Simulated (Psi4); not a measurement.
Psi4 input (wB97X-D/6-31G*):

```
memory 1500 MB

molecule {
1 2
Al   -0.43822700   -0.34384200   -0.42576400
O     0.58408400    0.40884400    0.57893300
H     1.02428400    1.19919000    0.90346500
symmetry c1
no_reorient
no_com
}

set {
  basis 6-31G*
  reference uks
  scf_type pk
  dft_radial_points 99
  dft_spherical_points 590
  e_convergence 1e-8
  d_convergence 1e-7
  maxiter 150
}

e = energy('wb97x-d')
print_out(f'\nFINAL {e:.10f} DIPOLE {variable("CURRENT DIPOLE")[0]:.6f} {variable("CURRENT DIPOLE")[1]:.6f} {variable("CURRENT DIPOLE")[2]:.6f}\n')
```

From the output:

```
  HONO-1 :   10  A 1.9996254
  HONO-0 :   11  A 1.0000000
  LUNO+0 :   12  A 0.0003746
  LUNO+1 :   13  A 0.0002972
  LUNO+2 :   14  A 0.0001063
  LUNO+3 :   15  A 0.0000031

Computation Completed

Properties will be evaluated at   0.000000,   0.000000,   0.000000 [a0]

Properties computed using the SCF density matrix

 Multipole Moments:

 ------------------------------------------------------------------------------------
     Multipole            Electronic (a.u.)      Nuclear  (a.u.)        Total (a.u.)
 ------------------------------------------------------------------------------------

 L = 1.  Multiply by 2.5417464519 to convert [e a0] to [Debye]
 Dipole X            :         -0.7641537            0.0000094           -0.7641442
 Dipole Y            :         -0.2404095           -0.0000076           -0.2404171
 Dipole Z            :         -0.8256630           -0.0000057           -0.8256686
 Magnitude           :                                                    1.1504110

 ------------------------------------------------------------------------------------

FINAL -317.9084570588 DIPOLE -0.764144 -0.240417 -0.825669

*** Psi4 exiting successfully. Buy a developer a beer!
```

The dipole moment of an ion depends on the origin.

The geometry given is a B3LYP-D3(BJ)/def2-TZVP minimum.
